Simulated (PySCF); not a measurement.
Compound: C₆H₇O₂ (charge -1).
Bonds: O1–C2 (double), C2–C3, C3–C4 (double), C4–O5, C4–C6, C6–C7, C7–C8, C2–C8. Hydrogens: H9 on C3; H10, H11 on C6; H12, H13 on C7; H14, H15 on C8.

The same species was optimised twice, with GFN2-xTB and with PBE0-D3(BJ)/def2-SVP (PySCF), and the same property calculations (PySCF, gas phase) were run on both structures.

```tsv
coordinate	GFN2-xTB	PBE0-D3(BJ)/def2-SVP	change
C2–C3 (Å)	1.398	1.419	+0.021
C3=C4 (Å)	1.398	1.419	+0.021
C4–O5 (Å)	1.246	1.240	-0.006
O1=C2 (Å)	1.246	1.240	-0.006
C2–C8 (Å)	1.537	1.536	-0.001
C4–C6 (Å)	1.537	1.537	0.000
C7–C8 (Å)	1.519	1.519	0.000
C6–C7 (Å)	1.519	1.519	0.000
C4–C6–C7 (°)	111.5	113.4	+1.9
C2–C8–C7 (°)	111.6	113.2	+1.6
C6–C7–C8 (°)	109.0	110.4	+1.4
C3–C4–O5 (°)	125.2	125.9	+0.7
O1–C2–C3 (°)	125.2	125.9	+0.7
O5–C4–C6 (°)	118.1	117.5	-0.6
O1–C2–C8 (°)	118.1	117.7	-0.4
C3–C2–C8 (°)	116.7	116.4	-0.3
```

Rotational constants: A = 3441, B = 1860, C = 1261 MHz (GFN2-xTB) against A = 3435, B = 1828, C = 1242 MHz (PBE0-D3(BJ)/def2-SVP). Point groups within 0.08 Å: Cs and Cs.

On the GFN2-xTB structure: HOMO (eV) -0.98 [PBE0/pcSseg-1]; LUMO (eV) 4.69 [PBE0/pcSseg-1]; GIAO shielding of O1/O5 (mean) (ppm) -130.6 [PBE0/pcSseg-1]; GIAO shielding of C2/C4 (mean) (ppm) -4.1 [PBE0/pcSseg-1]; GIAO shielding of C3 (ppm) 85.0 [PBE0/pcSseg-1]; GIAO shielding of C6/C8 (mean) (ppm) 143.4 [PBE0/pcSseg-1]; GIAO shielding of C7 (ppm) 157.9 [PBE0/pcSseg-1].

Q: What do these properties become on the PBE0-D3(BJ)/def2-SVP structure?

A: 
```json
{"property": "HOMO (eV)", "level": "PBE0/pcSseg-1", "on GFN2-xTB": "-0.98", "on PBE0-D3(BJ)/def2-SVP": "-0.97", "change": "+0.01"}
{"property": "LUMO (eV)", "level": "PBE0/pcSseg-1", "on GFN2-xTB": "4.69", "on PBE0-D3(BJ)/def2-SVP": "4.66", "change": "-0.03"}
{"property": "energy, GFN2-xTB geometry as zero (kcal/mol)", "level": "PBE0/pcSseg-1", "on GFN2-xTB": "0.0", "on PBE0-D3(BJ)/def2-SVP": "-0.7", "change": "-0.7"}
{"property": "GIAO shielding of O1/O5 (mean) (ppm)", "level": "PBE0/pcSseg-1", "on GFN2-xTB": "-130.6", "on PBE0-D3(BJ)/def2-SVP": "-126.9", "change": "+3.7"}
{"property": "GIAO shielding of C2/C4 (mean) (ppm)", "level": "PBE0/pcSseg-1", "on GFN2-xTB": "-4.1", "on PBE0-D3(BJ)/def2-SVP": "-4.1", "change": "0.0"}
{"property": "GIAO shielding of C3 (ppm)", "level": "PBE0/pcSseg-1", "on GFN2-xTB": "85.0", "on PBE0-D3(BJ)/def2-SVP": "82.3", "change": "-2.7"}
{"property": "GIAO shielding of C6/C8 (mean) (ppm)", "level": "PBE0/pcSseg-1", "on GFN2-xTB": "143.4", "on PBE0-D3(BJ)/def2-SVP": "143.0", "change": "-0.4"}
{"property": "GIAO shielding of C7 (ppm)", "level": "PBE0/pcSseg-1", "on GFN2-xTB": "157.9", "on PBE0-D3(BJ)/def2-SVP": "158.1", "change": "+0.2"}
```

The heavy atoms differ by 0.027 Å rms after alignment. Among bonds between heavy atoms C2–C3 and C3=C4 change most and about equally (+0.021 Å). Changes are differences of the printed values. Neither structure is proved a minimum here. The structure is a single PBE0-D3(BJ)/def2-SVP conformer in the gas phase; no vibrational or solvent corrections. The geometry's basis has no diffuse functions, a weakness for an anion.
